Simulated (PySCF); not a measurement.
An equivalent PySCF input for In²⁺ (indium, charge +2), [Kr] 4d10 5s1, 2S determinant, with scalar relativity by spin-free X2C-1e:

```python
from pyscf import gto, scf, dft, mp, cc
import basis_set_exchange as bse
mol = gto.M(atom="In 0 0 0", charge=2, spin=1, symmetry="D2h",
            basis=gto.basis.parse(bse.get_basis("ANO-RCC-VTZP", elements=["In"], fmt="nwchem")),
            nucmod="G")
mf = dft.UKS(mol, xc="R2SCAN").sfx2c1e()
mf.irrep_nelec = {'Ag': (9, 8), 'B1g': (2, 2), 'B2g': (2, 2), 'B3g': (2, 2), 'B1u': (3, 3), 'B2u': (3, 3), 'B3u': (3, 3)}
mf.kernel()
```

It reaches the same state as the run whose output follows, with an energy that differs only through the grid. The run itself started from symmetry-adapted Hartree-Fock orbitals and held the occupation by maximum overlap, on a logarithmic radial grid, so the iterations belong to that start.

```
SCF conv_tol = 1e-09
number electrons alpha = 24  beta = 23
XC functionals = R2SCAN
    J. W. Furness, A. D. Kaplan, J. Ning, J. P. Perdew, and J. Sun.,  J. Phys. Chem. Lett. 11, 8208-8215 (2020)
    J. W. Furness, A. D. Kaplan, J. Ning, J. P. Perdew, and J. Sun.,  J. Phys. Chem. Lett. 11, 9248-9248 (2020)
    J. W. Furness, A. D. Kaplan, J. Ning, J. P. Perdew, and J. Sun.,  J. Phys. Chem. Lett. 11, 8208-8215 (2020)
    J. W. Furness, A. D. Kaplan, J. Ning, J. P. Perdew, and J. Sun.,  J. Phys. Chem. Lett. 11, 9248-9248 (2020)
cycle= 1 E= -5879.85687423608  delta_E= -0.0076  |g|= 0.0346  |ddm|= 0.0813
cycle= 2 E= -5879.85694855551  delta_E= -7.43e-05  |g|= 0.0227  |ddm|= 0.0161
cycle= 3 E= -5879.85701646388  delta_E= -6.79e-05  |g|= 0.00579  |ddm|= 0.00716
cycle= 4 E= -5879.85702256093  delta_E= -6.1e-06  |g|= 0.000299  |ddm|= 0.00205
cycle= 5 E= -5879.85702263455  delta_E= -7.36e-08  |g|= 1.63e-05  |ddm|= 0.000466
cycle= 6 E= -5879.85702263461  delta_E= -5.82e-11  |g|= 1.78e-06  |ddm|= 6.97e-06
converged SCF energy = -5879.85702263461  <S^2> = 0.75124394  2S+1 = 2.0012436
```
